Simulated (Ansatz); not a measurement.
One change: `C=C[SiH](F)O[SiH3]` becomes `F[SiH](F)O[SiH3]`.

Ansatz, PBE0-D4/def2-TZVP geometries, multiplicity 1. Each molecule was computed in one conformer, which needn't be the lowest.

| property | `C=C[SiH](F)O[SiH3]` |
| --- | --- |
| LUMO energy (PBE/def2-TZVPP) / eV | -1.82 |
| HOMO–LUMO gap (B3LYP/def2-TZVPP) / eV | 7.07 |
| HOMO–LUMO gap (PBE0/def2-TZVPP) / eV | 7.54 |
| zero-point energy (PBE0-D4/def2-TZVP) / kJ/mol | 222.9 |
| size of the dipole moment (PBE/def2-TZVPP) / D | 1.49 |
| LUMO energy (ωB97M-V/def2-TZVPP) / eV | 1.27 |

Give the same properties after the change, and the shifts. (Estimate.)

Ansatz gave: 
```json
{"property": "LUMO energy (PBE/def2-TZVPP) / eV", "`F[SiH](F)O[SiH3]`": "-0.95", "shift": "0.87"}
{"property": "HOMO–LUMO gap (B3LYP/def2-TZVPP) / eV", "`F[SiH](F)O[SiH3]`": "8.98", "shift": "1.91"}
{"property": "HOMO–LUMO gap (PBE0/def2-TZVPP) / eV", "`F[SiH](F)O[SiH3]`": "9.41", "shift": "1.87"}
{"property": "zero-point energy (PBE0-D4/def2-TZVP) / kJ/mol", "`F[SiH](F)O[SiH3]`": "119.1", "shift": "-103.8"}
{"property": "size of the dipole moment (PBE/def2-TZVPP) / D", "`F[SiH](F)O[SiH3]`": "1.40", "shift": "-0.09"}
{"property": "LUMO energy (ωB97M-V/def2-TZVPP) / eV", "`F[SiH](F)O[SiH3]`": "1.63", "shift": "0.36"}
```

With PBE0 the HOMO falls by 1.13 eV and the LUMO rises by 0.74 eV, so the gap widens by about 1.87 eV. PBE moves the HOMO by -0.80 eV and ωB97M-V by -1.16 eV. The zero-point energy changes by -103.8 kJ/mol with -12 modes. Dipoles are sizes alone; their direction can turn.

B3LYP here is the variant with VWN-RPA as its local correlation; programs differ in this.
